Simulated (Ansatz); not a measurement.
Cost and result for the atomization energy of `[F][Ge@H]1[O][Ge@H]1[Cl]` (7 atoms, 7 bonds).

Cartesian coordinates in Å:
```
F 1.723 -1.077 -1.347
Ge 0.394 0.010 -1.137
O -0.953 -0.779 -0.216
Ge -0.359 0.433 1.011
Cl 0.586 -0.493 2.686
H 0.047 0.524 -2.537
H -1.438 1.382 1.540
```

Total charge 0; spin multiplicity 1. Correlated methods include outer-core shells of Ge, which these sets cover unevenly. Scalar relativity is left out up to krypton. The structure was optimised at the PBE0-D4/def2-TZVP level. Program: Ansatz. All runs use 4 threads of a server CPU on a shared host. Times are those of one run each, without the atoms' runs, and a repeat can differ threefold. Electronic energies, without spin–orbit coupling; frozen cores. CCSD(T)/CBS adds CCSD(T) − MP2 in def2-TZVPP to the MP2 limit, and its time is that of the two runs behind it. T1 = 0.014. With those shells the extrapolation isn't a true limit. HSE06 is the plane-wave form, built on full-range PBE exchange.

CCSD(T)/CBS is a level of theory with its own doubt, some kJ/mol a heavy atom from the limit and from the frozen cores, so smaller differences don't rank the functionals.

```csv
level,functions,wall time,atomization (kJ/mol),difference from CCSD(T)/CBS,per bond
LDA (SPW92)/def2-TZVPP,228,1.8 s,2556.5,400.7,57.2
BLYP-D4/def2-TZVPP,228,2.1 s,2118.8,-37.0,-5.3
revPBE-D4/def2-TZVPP,228,2.3 s,2109.0,-46.8,-6.7
PBE-D4/def2-TZVPP (with forces),228,2.4 s,2191.9,36.1,5.2
PBE0-D4/def2-TZVPP,228,4.2 s,2110.4,-45.4,-6.5
HSE06-D4/def2-TZVPP,228,4.8 s,2111.8,-44.0,-6.3
CAM-B3LYP-D4/def2-TZVPP,228,5.5 s,2113.6,-42.2,-6.0
B97M-V/def2-TZVPP,228,7 s,2182.3,26.5,3.8
CCSD(T)/def2-SVP,120,12 s,1932.7,-223.1,-31.9
ωB97M-V/def2-TZVPP (with forces),228,13 s,2117.9,-37.9,-5.4
MP2/def2-QZVPP,422,23 s,2214.8,59.0,8.4
CCSD(T)/def2-TZVPP,228,2.8 min,2093.2,-62.6,-8.9
CCSD(T)/CBS(def2),–,3.2 min,2155.8,0.0,0.0
```

In def2-TZVPP, CCSD(T) changes the Hartree–Fock value by +728.5 kJ/mol (the triples alone add +61.6 kJ/mol) and MP2 by +812.7 kJ/mol; breaking electron pairs costs correlation energy, which Hartree–Fock lacks. From BLYP to BHLYP (50 % exact exchange), in def2-TZVPP and without D4, the atomization energy moves by −113.4 kJ/mol: exact exchange takes away binding that semilocal exchange gives to molecules. At CCSD(T), def2-SVP lies −223.0 kJ/mol from the extrapolated value and def2-TZVPP −62.5 kJ/mol: correlation converges slowly with the basis, and small sets miss more of it in the bonded molecule than in its fragments.
